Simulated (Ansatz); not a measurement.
Reaction (redistribution): `C[SiH2]S[SiH2]Cl` + `[CH3][Mg][N](C)C` → `C[SiH2]S[SiH](C)Cl` + `C[N](C)[MgH]`

Calculated with Ansatz (gas phase, PBE0-D4/def2-TZVP geometries, no zero-point term in ΔE). CCSD(T)/CBS adds triple-zeta CCSD(T) − MP2 to the extrapolated MP2 energy (def2 sets, frozen cores). Functionals use def2-TZVPP. For Mg outer-core shells are correlated without core-valence functions, which leaves a few kJ/mol of doubt a bond. Each species was taken in one conformer, which may not be the lowest.

```csv
level,ΔE (kJ/mol)
r2SCAN,-29.8
MP2/def2-TZVPP,-28.2
CCSD(T)/def2-TZVPP,-28.4
HF/CBS(def2),-30.3
```

Q: What does CCSD(T)/CBS give? (Estimate.)

A: Computed: -24.4 kJ/mol. The listed levels differ from it by -5.4, -3.8, -4.0, -5.9 kJ/mol.

Largest T1 diagnostic among the species: 0.010.

From PBE to PBE0 (25 % exact exchange), in def2-TZVPP and without D4, ΔE moves by −3.5 kJ/mol. The D4 term adds −13.3 kJ/mol with B3LYP and −7.5 kJ/mol with PBE0; it sums over pairs of atoms, weighted by their polarisabilities, and B3LYP, whose exchange is more repulsive, gets the larger term.

B3LYP here is the variant with VWN-RPA as its local correlation; programs differ in this.
